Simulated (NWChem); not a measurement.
System: BiH3Te2O; SMILES [OH][Bi]([TeH])[TeH]

The following NWChem deck was run.

```
start job
memory heap 200 mb stack 900 mb global 1100 mb
geometry units angstroms noautoz
  Bi    -1.077155     0.167628     0.312028
  O     -1.915206    -0.114961    -1.622695
  H     -1.190500    -0.292903    -2.257416
  Te     0.906704     2.271734    -0.071685
  H      1.931062     1.229854    -0.909500
  Te     1.014094    -1.824743     0.224259
  H     -0.126946    -3.064801     0.130052
end
basis spherical
  * library def2-svp
end
ecp
  Te library def2-ecp
  Bi library def2-ecp
end
dft
  xc m06-2x
  iterations 150
  mulliken
end
task dft gradient
```

Excerpt of the output:

```
             Northwest Computational Chemistry Package (NWChem) 7.3.0
             --------------------------------------------------------

 C1  symmetry detected

                             Geometry "geometry" -> ""
                             -------------------------

 Output coordinates in angstroms (scale by  1.889725989 to convert to a.u.)

  No.       Tag          Charge          X              Y              Z
 ---- ---------------- ---------- -------------- -------------- --------------
    1 Bi                  83.0000    -1.05498543    -0.01423399     0.22544679
    2 O                    8.0000    -1.90162548    -0.15891531    -1.72073076
    3 H                    1.0000    -1.18023669    -0.29674605    -2.36906230
    4 Te                  52.0000     0.93921530     2.10062767    -0.02096306
    5 H                    1.0000     1.95467537     1.11324576    -0.93237682
    6 Te                  52.0000     1.02474450    -2.00701568    -0.00717428
    7 H                    1.0000    -0.12355435    -3.23157958    -0.18165661

 Effective nuclear repulsion energy (a.u.)    2308.4436987214

                                 NWChem DFT Module
                                 -----------------

 Summary of "ao basis" -> "ao basis" (spherical)
 ------------------------------------------------------------------------------
       Tag                 Description            Shells   Functions and Types
 ---------------- ------------------------------  ------  ---------------------
 Bi                         def2-svp                10       26   4s4p2d
 O                          def2-svp                 6       14   3s2p1d
 H                          def2-svp                 3        5   2s1p
 Te                         def2-svp                10       26   4s4p2d

            General Information
            -------------------
          SCF calculation type: DFT
          Wavefunction type:  closed shell.
          No. of atoms     :     7
          No. of electrons :    82
           Alpha electrons :    41
            Beta electrons :    41
          Charge           :     0
          Spin multiplicity:     1
          Use of symmetry is: off; symmetry adaption is: off
          Maximum number of iterations: 150
          AO basis - number of functions:   107
                     number of shells:    45
          Convergence on energy requested:  1.00D-06
          Convergence on density requested:  1.00D-05
          Convergence on gradient requested:  5.00D-04

              XC Information
              --------------
                       M06-2X Method XC Functional
                     Hartree-Fock (Exact) Exchange  0.540
                        M06-2X Exchange Functional  1.000
                      M06-2X Correlation Potential  1.000

             Grid Information
             ----------------
          Grid used for XC integration:  medium
          Radial quadrature: Mura-Knowles
          Angular quadrature: Lebedev.
          Tag              B.-S. Rad. Rad. Pts. Rad. Cut. Ang. Pts.
          ---              ---------- --------- --------- ---------
          Bi                  1.60      123          10.0       590
          O                   0.60       49          11.0       434
          H                   0.35       45          13.0       434
          Te                  1.40      123          13.0       590
          Grid pruning is: on
          Number of quadrature shells:   553
          Spatial weights used:  Erf1

      Superposition of Atomic Density Guess
      -------------------------------------

 Sum of atomic energies:        -944.05544033

      Non-variational initial energy
      ------------------------------

 Total energy =    -823.932772
 1-e energy   =   -2248.382835
 2-e energy   =    1005.135742
 HOMO         =      -0.248029
 LUMO         =      -0.028492

     ---------------------------------------------
      Total Density - Mulliken Population Analysis
     ---------------------------------------------

    Atom       Charge   Shell Charges
 -----------   ------   -------------------------------------------------------
    1 Bi  23    21.74   2.92 -0.87  1.20  0.65  4.71  1.26  0.96  0.80  9.75  0.34
    2 O    8     8.99   1.99  1.12  0.71  3.08  2.09  0.00
    3 H    1     0.67   0.52  0.09  0.06
    4 Te  24    24.44   1.77  0.27  1.20  0.66  2.88  3.16  2.17  2.30  9.84  0.19
    5 H    1     0.87   0.56  0.30  0.02
    6 Te  24    24.42   1.77  0.27  1.20  0.66  2.88  3.16  2.16  2.29  9.84  0.19
    7 H    1     0.88   0.56  0.30  0.01

   convergence    iter        energy       DeltaE   RMS-Dens  Diis-err
 ---------------- ----- ----------------- --------- --------- ---------
 d= 0,ls=0.0,diis     1   -827.2337571275 -1.25D+03  1.75D-02  7.28D-01
 d= 0,ls=0.0,diis     2   -827.1252094308  1.09D-01  8.34D-03  1.93D+00
 d= 0,ls=0.0,diis     3   -827.3372069565 -2.12D-01  1.93D-03  2.50D-02
 d= 0,ls=0.0,diis     4   -827.3401287693 -2.92D-03  9.90D-04  5.30D-03
 d= 0,ls=0.0,diis     5   -827.3394348602  6.94D-04  2.90D-04  2.51D-04
  Resetting Diis
 d= 0,ls=0.0,diis     6   -827.3395022580 -6.74D-05  1.13D-04  1.90D-05
 d= 0,ls=0.0,diis     7   -827.3395090278 -6.77D-06  3.72D-05  2.75D-06
 d= 0,ls=0.0,diis     8   -827.3395094641 -4.36D-07  1.48D-05  1.90D-06
 d= 0,ls=0.0,diis     9   -827.3395098171 -3.53D-07  5.87D-06  9.06D-08

         Total DFT energy =     -827.339509817058
      One electron energy =    -2249.913868565730
           Coulomb energy =     1071.332691921337
    Exchange-Corr. energy =      -68.072654239089
 Nuclear repulsion energy =      419.314321066424

 Numeric. integr. density =       82.000004590458

                       DFT Final Molecular Orbital Analysis
                       ------------------------------------

 Vector   39  Occ=2.000000D+00  E=-3.196504D-01
              MO Center=  1.0D-01,  7.4D-01, -1.7D-02, r^2= 5.9D+00
   Bfn.  Coefficient  Atom+Function         Bfn.  Coefficient  Atom+Function
  ----- ------------  ---------------      ----- ------------  ---------------
    57      0.310371  4 Te py                60      0.270276  4 Te py
    11     -0.268575  1 Bi px                56      0.266444  4 Te px
     3      0.219234  1 Bi s                 59      0.217502  4 Te px
    14     -0.159826  1 Bi px                12     -0.151468  1 Bi py
    31      0.148693  2 O  py                13      0.146976  1 Bi pz

 Vector   40  Occ=2.000000D+00  E=-2.836064D-01
              MO Center=  7.4D-01, -5.4D-02, -1.1D-01, r^2= 6.7D+00
   Bfn.  Coefficient  Atom+Function         Bfn.  Coefficient  Atom+Function
  ----- ------------  ---------------      ----- ------------  ---------------
    89      0.384602  6 Te pz                92      0.381971  6 Te pz
    58      0.291187  4 Te pz                61      0.283978  4 Te pz
    57     -0.221457  4 Te py                60     -0.220272  4 Te py
    86     -0.153974  6 Te pz                83     -0.120838  6 Te pz
    55     -0.116673  4 Te pz                32      0.108774  2 O  pz

 Vector   41  Occ=2.000000D+00  E=-2.765989D-01
              MO Center=  9.1D-01,  3.1D-01, -1.9D-02, r^2= 6.5D+00
   Bfn.  Coefficient  Atom+Function         Bfn.  Coefficient  Atom+Function
  ----- ------------  ---------------      ----- ------------  ---------------
    89     -0.376057  6 Te pz                92     -0.374732  6 Te pz
    58      0.366059  4 Te pz                61      0.366563  4 Te pz
    56      0.221418  4 Te px                59      0.216611  4 Te px
    86      0.150291  6 Te pz                55     -0.146482  4 Te pz
    83      0.117928  6 Te pz                52     -0.114958  4 Te pz

 Vector   42  Occ=0.000000D+00  E=-5.529343D-02
              MO Center= -1.3D-01, -8.5D-02,  1.2D-01, r^2= 7.2D+00
   Bfn.  Coefficient  Atom+Function         Bfn.  Coefficient  Atom+Function
  ----- ------------  ---------------      ----- ------------  ---------------
    14      0.642206  1 Bi px                91     -0.486291  6 Te py
    59      0.388710  4 Te px                11      0.372694  1 Bi px
     3      0.350303  1 Bi s                 90      0.327435  6 Te px
     4      0.314918  1 Bi s                 16     -0.294363  1 Bi pz
    80     -0.275694  6 Te s                 73     -0.248023  5 H  s

 Vector   43  Occ=0.000000D+00  E=-4.342264D-02
              MO Center= -3.8D-01,  2.0D-01,  1.4D-01, r^2= 6.5D+00
   Bfn.  Coefficient  Atom+Function         Bfn.  Coefficient  Atom+Function
  ----- ------------  ---------------      ----- ------------  ---------------
    15      0.774249  1 Bi py                12      0.443001  1 Bi py
    60      0.401974  4 Te py                59      0.381574  4 Te px
    49     -0.312666  4 Te s                 91      0.273387  6 Te py
    90     -0.232864  6 Te px                 6     -0.225809  1 Bi py
    56      0.193376  4 Te px                57      0.183968  4 Te py

 Vector   44  Occ=0.000000D+00  E=-1.042855D-02
              MO Center= -9.3D-01, -8.4D-03,  7.6D-02, r^2= 5.0D+00
   Bfn.  Coefficient  Atom+Function         Bfn.  Coefficient  Atom+Function
  ----- ------------  ---------------      ----- ------------  ---------------
    16      0.687361  1 Bi pz                14      0.525497  1 Bi px
    29      0.464197  2 O  s                 13      0.301071  1 Bi pz
    60      0.214971  4 Te py                 3     -0.212294  1 Bi s
    35      0.212391  2 O  pz                32      0.197457  2 O  pz
    49     -0.194231  4 Te s                 11      0.179458  1 Bi px

     ---------------------------------------------
      Total Density - Mulliken Population Analysis
     ---------------------------------------------

    Atom       Charge   Shell Charges
 -----------   ------   -------------------------------------------------------
    1 Bi  23    22.23   2.93 -0.86  1.42  0.39  4.70  1.28  1.35  0.86  9.74  0.44
    2 O    8     8.58   1.99  1.06  0.76  2.79  1.97  0.01
    3 H    1     0.79   0.66  0.07  0.06
    4 Te  24    24.24   1.77  0.27  1.25  0.64  2.88  3.15  2.15  2.08  9.83  0.23
    5 H    1     0.97   0.66  0.29  0.02
    6 Te  24    24.22   1.77  0.27  1.25  0.63  2.88  3.15  2.14  2.07  9.83  0.23
    7 H    1     0.97   0.66  0.29  0.02

     -------------------------------------------
      Total Density - Lowdin Population Analysis
     -------------------------------------------

    Atom       Charge   Shell Charges
 -----------   ------   -------------------------------------------------------
    1 Bi  23    22.44   1.48  0.48  1.11  0.72  4.07  1.66  1.43  1.19  9.35  0.94
    2 O    8     8.39   1.97  0.92  0.68  2.66  2.15  0.01
    3 H    1     0.93   0.55  0.19  0.18
    4 Te  24    24.09   1.23  0.74  1.01  0.78  2.74  3.17  2.09  2.26  9.57  0.51
    5 H    1     1.04   0.58  0.41  0.04
    6 Te  24    24.08   1.23  0.74  1.01  0.78  2.74  3.17  2.08  2.24  9.57  0.51
    7 H    1     1.04   0.58  0.41  0.04

     Multipole analysis of the density
     ---------------------------------

     L   x y z        total         alpha         beta         nuclear
     -   - - -        -----         -----         ----         -------
     0   0 0 0      0.000000    -41.000000    -41.000000     82.000000

     1   1 0 0     -0.252558     -7.976438     -7.976438     15.700318
     1   0 1 0     -0.198978      1.570175      1.570175     -3.339328
     1   0 0 1      0.585267     12.329207     12.329207    -24.073147

     2   2 0 0    -68.650144   -223.824893   -223.824893    378.999642
     2   1 1 0      0.338578     -6.399369     -6.399369     13.137316
     2   1 0 1     -5.629779    -40.407702    -40.407702     75.185625
     2   0 2 0    -67.766807   -416.978503   -416.978503    766.190199
     2   0 1 1      1.293459     -2.307610     -2.307610      5.908679
     2   0 0 2    -68.410786    -90.240539    -90.240539    112.070292

            General Information
            -------------------
          SCF calculation type: DFT
          Wavefunction type:  closed shell.
          No. of atoms     :     7
          No. of electrons :    82
           Alpha electrons :    41
            Beta electrons :    41
          Charge           :     0
          Spin multiplicity:     1
          Use of symmetry is: off; symmetry adaption is: off
          Maximum number of iterations: 150
          AO basis - number of functions:   107
                     number of shells:    45
          Convergence on energy requested:  1.00D-06
          Convergence on density requested:  1.00D-05
          Convergence on gradient requested:  5.00D-04

              XC Information
              --------------
                       M06-2X Method XC Functional
                     Hartree-Fock (Exact) Exchange  0.540
                        M06-2X Exchange Functional  1.000
                      M06-2X Correlation Potential  1.000

             Grid Information
             ----------------
          Grid used for XC integration:  medium
          Radial quadrature: Mura-Knowles
          Angular quadrature: Lebedev.
          Tag              B.-S. Rad. Rad. Pts. Rad. Cut. Ang. Pts.
          ---              ---------- --------- --------- ---------
          Bi                  1.60      123          10.0       590
          O                   0.60       49          11.0       434
          H                   0.35       45          13.0       434
          Te                  1.40      123          13.0       590
          Grid pruning is: on
          Number of quadrature shells:   553
          Spatial weights used:  Erf1

          Convergence Information
          -----------------------
          Convergence aids based upon iterative change in
          total energy or number of iterations.
          Levelshifting, if invoked, occurs when the
          HOMO/LUMO gap drops below (HL_TOL):  1.00D-02
          DIIS, if invoked, will attempt to extrapolate
          using up to (NFOCK): 10 stored Fock matrices.

                    Damping( 0%)  Levelshifting(0.5)       DIIS
                  --------------- ------------------- ---------------
          dE  on:    start            ASAP                start
          dE off:    2 iters        150 iters           150 iters

                            NWChem DFT Gradient Module
                            --------------------------

  charge          =   0.00
  wavefunction    = closed shell

                         DFT ENERGY GRADIENTS

    atom               coordinates                        gradient
                 x          y          z           x          y          z
   1 Bi     -1.993633  -0.026898   0.426033    0.000197   0.000404   0.010028
   2 O      -3.593551  -0.300306  -3.251710   -0.019044   0.000830  -0.005093
   3 H      -2.230324  -0.560769  -4.476879    0.011016  -0.001807  -0.005788
   4 Te      1.774860   3.969611  -0.039614    0.000271   0.007761   0.003856
   5 H       3.693801   2.103729  -1.761937    0.003479  -0.003958  -0.003273
   6 Te      1.936486  -3.792710  -0.013557    0.008549   0.001158   0.001027
   7 H      -0.233484  -6.106800  -0.343281   -0.004467  -0.004387  -0.000757
```

Level: M06-2X/def2-SVP with def2 effective core potentials on Te, Bi. All runs use the structure optimised with PBE-D3(BJ)/def2-SVP. No frequency run checked for a minimum. def2 effective core potentials on Te, Bi; no spin-orbit coupling.
